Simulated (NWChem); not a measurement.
System: C$_{2}$H$_{7}$BO$_{2}$; SMILES OBOCC

```xyz
12

B     -0.4651     1.2916     0.2931
H     -1.1616     2.0899     0.8811
O      0.7804     1.6084    -0.1580
H      1.0171     2.5194     0.0326
O     -0.9677     0.0567     0.0882
C     -0.2374    -0.9513    -0.5856
C      0.5914    -1.7723     0.3787
H     -0.9775    -1.5902    -1.0933
H      0.4074    -0.5028    -1.3596
H     -0.0425    -2.1972     1.1716
H      1.0867    -2.6021    -0.1486
H      1.3706    -1.1548     0.8504
```
Atoms are numbered in this order, from 1.

Program: NWChem. Pople sets run with spherical d functions. Structure relaxed at the PBE0/def2-SVP level. Level M06-2X/6-31G*: energy and gradient on several grids; changes count from the extra-fine grid, which is no exact limit either.

Which is the coarsest grid (xcoarse; medium; xfine; coarse; fine) from which on the energy stays within 500 μHa and each gradient component within 500 μHa/bohr of xfine?

medium.
| grid | size of the energy change (μHa) | largest change of a gradient component (μHa/bohr) | time, medium = 1 (rough) |
|---|---|---|---|
| xcoarse | 7000 | 3000 | about 1 |
| coarse | 900 | 800 | about 1 |
| medium | 30 | 200 | about 1 |
| fine | < 10 | 50 | about 1 |
| xfine | < 10 | < 30 | 3 |
